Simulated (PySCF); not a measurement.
A PySCF script (with the pyscf-properties extension) for the NMR shieldings of `O=COc1ccc[n+]([AlH3-])c1`, C6H8AlNO2, on a GFN2-xTB geometry:

```python
import basis_set_exchange as bse
import numpy as np
from pyscf import gto, dft
from pyscf.prop import nmr

atoms = """
O    -3.849561    0.279242    0.295059
C    -3.307884   -0.677167    0.755482
O    -2.008524   -0.975310    0.748425
C    -1.029721   -0.189780    0.178774
C    -1.236124    0.987986   -0.537966
C    -0.128398    1.650827   -1.045228
C     1.133982    1.126860   -0.828022
N     1.311306    0.005594   -0.147363
Al    3.019251   -0.923007    0.334845
C     0.276553   -0.641931    0.346419
H    -3.824268   -1.495230    1.283632
H    -2.230365    1.376137   -0.692129
H    -0.254368    2.564683   -1.603578
H     2.038100    1.591915   -1.193996
H     2.852685   -0.845487    1.901169
H     4.030955    0.041613   -0.381202
H     2.689705   -2.320766   -0.316346
H     0.507917   -1.549862    0.890367
"""
names = dict.fromkeys(["O", "C", "N", "Al", "H"], "pcSseg-1")
basis = {el: gto.basis.parse(bse.get_basis(n, elements=[el], fmt="nwchem")) for el, n in names.items()}
mol = gto.M(atom=atoms, basis=basis, charge=0, verbose=0)
mf = dft.RKS(mol, xc="PBE0")
mf.grids.level = 2
mf.grids.alignment = dft.numint.BLKSIZE   # the property module wants whole blocks of grid points
mf.conv_tol = 1e-9
mf.kernel()

calc = nmr.RKS(mf)   # GIAO
C = mf.mo_coeff
Co = C[:, mf.mo_occ > 0]
resp = mf.gen_response(singlet=True, hermi=2)
def vind(x):   # induced exchange potential for any number of trial vectors
    d = np.einsum("pi,xij,qj->xpq", C, 2 * x.reshape(-1, C.shape[1], Co.shape[1]), Co, optimize=True)
    return np.einsum("xpq,pi,qj->xij", resp(d - d.transpose(0, 2, 1)), C, Co, optimize=True).ravel()
mo1, _ = nmr.rhf.solve_mo1(calc, with_cphf=vind)
sigma = calc.kernel(mo1)
for i, s in enumerate(sigma):   # ppm
    print("%2d %-2s %9.2f" % (i, mol.atom_pure_symbol(i), np.trace(s) / 3))
```

Problem. What does it print?

Solution. 
```
 0 O    -126.83
 1 C      23.36
 2 O      98.94
 3 C      30.98
 4 C      48.67
 5 C      55.26
 6 C      37.78
 7 N     -21.42
 8 Al    414.64
 9 C      38.29
10 H      23.29
11 H      21.84
12 H      23.91
13 H      22.87
14 H      27.07
15 H      27.26
16 H      27.05
17 H      22.44
```

These numbers come from an equivalent density-fitted implementation of the same equations, which agrees with the script to about 0.01 ppm for H and up to a few tenths of a ppm for heavy atoms, so last digits may differ.

Size and cost of the density-fitted run: 217 basis functions, 40 s wall time on 1 thread of an Arm Neoverse V2, shared host; peak memory 0.96 GiB.
